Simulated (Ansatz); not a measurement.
Reaction (ligand exchange at a B–Cl bond): `N#CB(Cl)Cl` + H–F → `N#CB(F)Cl` + HCl

Isolated molecules relaxed with PBE0-D4/def2-TZVP in Ansatz; ΔE leaves out vibrations. CCSD(T)/CBS is extrapolated from def2-TZVPP and def2-QZVPP, frozen cores. Functionals use def2-TZVPP.

`N#CB(Cl)Cl`:

```xyz
5

N    -1.160   -1.808   -0.342
C    -0.546   -0.850   -0.162
B     0.271    0.422    0.080
Cl    1.948    0.280    0.467
Cl   -0.513    1.956   -0.043
```

H–F:

```xyz
2

F    -0.088   -0.115   -0.437
H     0.088    0.115    0.437
```

`N#CB(F)Cl`:

```xyz
5

N     0.040    1.116   -1.831
C     0.011    0.559   -0.825
B    -0.024   -0.207    0.509
F    -0.214    0.455    1.620
Cl    0.187   -1.922    0.527
```

HCl:

Z-matrix (Å, degrees):
```
Cl
H 1 1.279
```

```json
{"level": "r2SCANh-D4", "ΔE (kJ/mol)": "-54.8"}
{"level": "CCSD/cc-pV(D+d)Z", "ΔE (kJ/mol)": "-62.9"}
```

Task: What does CCSD(T)/CBS give? (Best estimate.)

Result: Ansatz gave: -51.3 kJ/mol. The listed levels differ from it by -3.5, -11.6 kJ/mol.

Largest T1 diagnostic among the species: 0.014.

From BLYP to BHLYP (50 % exact exchange), in def2-TZVPP and without D4, ΔE moves by −4.0 kJ/mol. The D4 term adds +5.8 kJ/mol with B3LYP and +3.0 kJ/mol with PBE0; it sums over pairs of atoms, weighted by their polarisabilities, and B3LYP, whose exchange is more repulsive, gets the larger term. At CCSD(T), def2-SVP lies −12.3 kJ/mol from the extrapolated value and def2-TZVPP −3.2 kJ/mol.

B3LYP here is the variant with VWN-RPA as its local correlation; programs differ in this.
